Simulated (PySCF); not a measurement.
**Electronic structure of Ar(2+) (argon, charge +2) at the UHF level**

Configuration: [Ne] 3s2 3p4, high-spin 3P determinant. Calculation: PySCF 2.14, in cc-pVTZ-DK (5s4p2d1f, 34 functions); scalar relativity by spin-free X2C-1e.

```json
{"Total energy": "-527.117724 hartree", "One-electron energy": "-712.0542 hartree", "Hartree (Coulomb) energy": "214.5750 hartree", "Exchange energy": "-29.6385 hartree", "⟨S²⟩": "2.0089", "⟨L²⟩": "2.030", "Sum of ⟨r⟩": "11.80 bohr", "Sum of ⟨r²⟩": "15.69 bohr²", "Traceless quadrupole moment −½Σ⟨3z² − r²⟩ along its main axis": "-1.03 e·bohr²", "Langevin diamagnetic susceptibility": "-12.4 ×10⁻⁶ cm³/mol", "Time after the integrals": "0.07 s of wall time on 1 thread of Neoverse-V2 (shared host)"}
```

```
shell  electrons  mean orbital energy (eV)  spread (eV)  rms radius, mean of both spins (bohr)
 1s α          1                   -3271.7            0                                 0.0991
 1s β          1                   -3270.9            0                                 0.0991
 2s α          1                   -368.05            0                                  0.446
 2s β          1                   -367.21            0                                  0.446
 2p α          3                   -291.16        0.932                                  0.416
 2p β          3                   -289.64        0.719                                  0.416
 3s α          1                   -63.904            0                                   1.44
 3s β          1                   -55.960            0                                   1.44
 3p α          3                   -43.556        2.564                                   1.59
 3p β          1                   -40.405            0                                   1.59
```

Densities and radii are taken from the X2C orbitals without a picture-change correction, which distorts them close to the nucleus.
